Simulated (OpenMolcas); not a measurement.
## Multiconfigurational calculation on Pt6+

Input:

```
&GATEWAY
Coord
1

Pt 0.0 0.0 0.0
Basis=ANO-RCC-VDZP
Group=XYZ
NoMove
AngMom=0.0 0.0 0.0
AMFI
&SEWARD
Relativistic=R03O02
* reference wave functions (RASSCF and RASSI steps not shown): 4 electrons in 5 orbitals (5d)
>>> COPY JOB001 $Project.JobIph
&CASPT2
Multistate=5 1 2 3 4 5
Frozen=14 16
IPEA=0.25
Imaginary=0.1
MaxIter=60
WThr=0.0 0.3 0.05
PrWF=0.5
NoMix
>>> COPY JOB002 $Project.JobIph
&CASPT2
Multistate=35 1 2 3 4 5 6 7 8 9 10 11 12 13 14 15 16 17 18 19 20 21 22
23 24 25 26 27 28 29 30 31 32 33 34 35
Frozen=14 16
IPEA=0.25
Imaginary=0.1
MaxIter=60
WThr=0.0 0.3 0.05
PrWF=0.5
NoMix
>>> COPY JOB003 $Project.JobIph
&CASPT2
Multistate=35 1 2 3 4 5 6 7 8 9 10 11 12 13 14 15 16 17 18 19 20 21 22
23 24 25 26 27 28 29 30 31 32 33 34 35
Frozen=14 16
IPEA=0.25
Imaginary=0.1
MaxIter=60
WThr=0.0 0.3 0.05
PrWF=0.5
NoMix
```

Launched by
```bash
OMP_NUM_THREADS=1 MOLCAS_MEM=2252 MOLCAS_PROJECT=a pymolcas a.inp > a.log  # once for each step of the input, in one work folder
```

Output, cut to the results:

```
--- CASPT2 ---
Orbital specifications:
      -----------------------

      Symmetry species                           1   2
                                                ag  au
      Frozen orbitals                           14  16
      Inactive orbitals                          1   3
      Active orbitals                            5   0
      Secondary orbitals                         7  13
      Deleted orbitals                           0   0
      Number of basis functions                 27  32
Type of calculation                        MS-CASPT2
      Fock operator                              state-specific
      IPEA shift                                 0.25
      Real shift                                 0.00
      Imaginary shift                            0.10
      The input orbitals will be transformed to quasi-canonical
Reference energy:      -18406.4691969786
      E2 (Non-variational):      -0.1538738687
      Shift correction:          -0.0000518373
      E2 (Variational):          -0.1539257060
      Total energy:          -18406.6231226846
      Residual norm:              0.0000005356
      Reference weight:           0.97326
      Contributions to the CASPT2 correlation energy
      Active & Virtual Only:         -0.0203189150
      One Inactive Excited:          -0.0778693521
      Two Inactive Excited:          -0.0556856016
Reference energy:      -18406.4691969786
      E2 (Non-variational):      -0.1538671787
      Shift correction:          -0.0000518290
      E2 (Variational):          -0.1539190077
      Total energy:          -18406.6231159863
      Residual norm:              0.0000005313
      Reference weight:           0.97327
      Contributions to the CASPT2 correlation energy
      Active & Virtual Only:         -0.0203188812
      One Inactive Excited:          -0.0778626163
      Two Inactive Excited:          -0.0556856812
::    CASPT2 Root  1     Total energy: -18406.62312268
::    CASPT2 Root  2     Total energy: -18406.62311599
::    CASPT2 Root  3     Total energy: -18406.62312121
::    CASPT2 Root  4     Total energy: -18406.62312587
::    CASPT2 Root  5     Total energy: -18406.62311554
::    MS-CASPT2 Root  1     Total energy: -18406.62313485
::    MS-CASPT2 Root  2     Total energy: -18406.62313208
::    MS-CASPT2 Root  3     Total energy: -18406.62311948
::    MS-CASPT2 Root  4     Total energy: -18406.62311129
::    MS-CASPT2 Root  5     Total energy: -18406.62310358
--- CASPT2 ---
Orbital specifications:
      -----------------------

      Symmetry species                           1   2
                                                ag  au
      Frozen orbitals                           14  16
      Inactive orbitals                          1   3
      Active orbitals                            5   0
      Secondary orbitals                         7  13
      Deleted orbitals                           0   0
      Number of basis functions                 27  32
Type of calculation                        MS-CASPT2
      Fock operator                              state-specific
      IPEA shift                                 0.25
      Real shift                                 0.00
      Imaginary shift                            0.10
      The input orbitals will be transformed to quasi-canonical
Reference energy:      -18406.3741202350
      E2 (Non-variational):      -0.1564475673
      Shift correction:          -0.0000553558
      E2 (Variational):          -0.1565029230
      Total energy:          -18406.5306231580
      Residual norm:              0.0000002603
      Reference weight:           0.97238
      Contributions to the CASPT2 correlation energy
      Active & Virtual Only:         -0.0195820328
      One Inactive Excited:          -0.0847703170
      Two Inactive Excited:          -0.0520952175
Reference energy:      -18406.3741202350
      E2 (Non-variational):      -0.1565148993
      Shift correction:          -0.0000555813
      E2 (Variational):          -0.1565704806
      Total energy:          -18406.5306907155
      Residual norm:              0.0000002607
      Reference weight:           0.97235
      Contributions to the CASPT2 correlation energy
      Active & Virtual Only:         -0.0195982368
      One Inactive Excited:          -0.0848006448
      Two Inactive Excited:          -0.0521160177
::    CASPT2 Root  1     Total energy: -18406.53062316
::    CASPT2 Root  2     Total energy: -18406.53069072
::    CASPT2 Root  3     Total energy: -18406.53076158
::    CASPT2 Root  4     Total energy: -18406.53061096
::    CASPT2 Root  5     Total energy: -18406.53064214
::    CASPT2 Root  6     Total energy: -18406.53062362
::    CASPT2 Root  7     Total energy: -18406.53058935
::    CASPT2 Root  8     Total energy: -18406.53060114
::    CASPT2 Root  9     Total energy: -18406.53059821
::    CASPT2 Root 10     Total energy: -18406.53055481
::    CASPT2 Root 11     Total energy: -18406.53063203
::    CASPT2 Root 12     Total energy: -18406.52782383
::    CASPT2 Root 13     Total energy: -18406.52782240
::    CASPT2 Root 14     Total energy: -18406.52780629
::    CASPT2 Root 15     Total energy: -18406.52288154
::    CASPT2 Root 16     Total energy: -18406.52289651
::    CASPT2 Root 17     Total energy: -18406.52306229
::    CASPT2 Root 18     Total energy: -18406.52321446
::    CASPT2 Root 19     Total energy: -18406.52273018
::    CASPT2 Root 20     Total energy: -18406.52290040
::    CASPT2 Root 21     Total energy: -18406.52280715
::    CASPT2 Root 22     Total energy: -18406.51254049
::    CASPT2 Root 23     Total energy: -18406.51254980
::    CASPT2 Root 24     Total energy: -18406.51256972
::    CASPT2 Root 25     Total energy: -18406.51252772
::    CASPT2 Root 26     Total energy: -18406.51260660
::    CASPT2 Root 27     Total energy: -18406.51260174
::    CASPT2 Root 28     Total energy: -18406.51261783
::    CASPT2 Root 29     Total energy: -18406.51259145
...
```

Levels above the lowest, from the spin-orbit matrix with the single-state CASPT2 energies, averaged by term, on its diagonal:

| Configuration | Term | J | E (cm-1) | Term weight % | Second |
| --- | --- | --- | --- | --- | --- |
| 5d4 | 5D | 0 | 0.0 | 56 | 39 3P |
| 5d4 | 5D | 1 | 7660 | 81 | 19 3P |
| 5d4 | 5D | 2 | 14020 | 90 | 4 3P |
| 5d4 | 5D | 3 | 18220 | 84 | 10 3F |
| 5d4 | 5D | 4 | 20210 | 56 | 28 3F |
| 5d4 | 5D | 0 | 27280 | 42 | 41 3P |
| 5d4 | 3H | 4 | 30660 | 56 | 21 5D |
| 5d4 | 3G | 3 | 35730 | 65 | 24 3F |
| 5d4 | 3F | 2 | 36230 | 68 | 20 1D |
| 5d4 | 3P | 1 | 37210 | 70 | 16 5D |
| 5d4 | 3H | 5 | 37380 | 74 | 26 3G |
| 5d4 | 3H | 6 | 40710 | 69 | 31 1I |

CASPT2 does not keep the components of a term degenerate, so their means are used; among the terms shown or strongly mixed into the levels shown the widest spread is 110 cm-1 (5d4 3F). Some high roots are left out of the spin-orbit mixing, which shifts the levels that they would mix with. The basis is small and was not contracted for so high a charge. Levels of configurations outside the active space are missing. The first state left out of the spin-orbit step lies near 54000 cm-1 above the lowest spin-free state of the reference (among the parities and spins computed), and the list stops at four fifths of that energy or lower.

The term weight is that of the spin-free term in the level, not the purity of its configuration.
